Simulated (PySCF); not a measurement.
ORD: `C#C[Si@@H](CCl)P[SiH3]`, C3H8ClPSi2

Geometry:
| atom | x (Å) | y (Å) | z (Å) |
| --- | --- | --- | --- |
| C1 | -2.219 | -1.973 | 0.221 |
| C2 | -1.731 | -0.950 | -0.181 |
| Si3 | -0.869 | 0.562 | -0.825 |
| C4 | -0.842 | 1.823 | 0.631 |
| Cl5 | 0.828 | 2.372 | 0.922 |
| P6 | 1.267 | 0.333 | -1.423 |
| Si7 | 2.202 | -0.757 | 0.297 |
| H8 | -2.668 | -2.856 | 0.579 |
| H9 | -1.653 | 1.094 | -1.946 |
| H10 | -1.432 | 2.709 | 0.413 |
| H11 | -1.200 | 1.392 | 1.562 |
| H12 | 1.038 | -0.780 | -2.212 |
| H13 | 2.856 | -1.948 | -0.246 |
| H14 | 3.191 | 0.152 | 0.871 |
| H15 | 1.228 | -1.165 | 1.312 |

Method: TDDFT PBE0/def2-SVPD circular dichroism and optical rotation, one conformer, gas phase (PySCF). Geometry: GFN2-xTB.

The molecule is flexible and this is one conformer; a measurement averages over conformers.

Stereocentres: Si3 S.

**Question.** What is the specific rotation at 633, 589.3, 546, 436, 405, 365, 355 nm?

**Answer.** [α] in deg dm⁻¹ (g/mL)⁻¹:
```csv
λ (nm),origin-invariant length gauge,modified velocity gauge,length gauge (centre of mass),isotropic polarisability (au)
633,+26.4,+24.3,+22.1,132.9
589.3,+28.8,+26.4,+23.7,133.6
546,+30.8,+28.0,+24.6,134.5
436,+25.2,+21.0,+14.0,138.4
405,+13.1,+8.5,-0.8,140.2
365,-27.8,-33.1,-47.4,143.5
355,-47.2,-52.5,-68.7,144.6
```

**Question.** And for the mirror image at 589.3 nm?

**Answer.** -28.8 deg dm⁻¹ (g/mL)⁻¹ (origin-invariant length gauge): the same size and the opposite sign.

**Question.** What is the molar rotation [Φ] = [α]·M/100 of the geometry above at 589.3 nm?

**Answer.** With M = 166.69 g/mol, +48.0 deg cm² dmol⁻¹ (origin-invariant length gauge).

The first excitation lies at 5.21 eV (238 nm) with R = -12.5 × 10⁻⁴⁰ esu² cm² (velocity form).
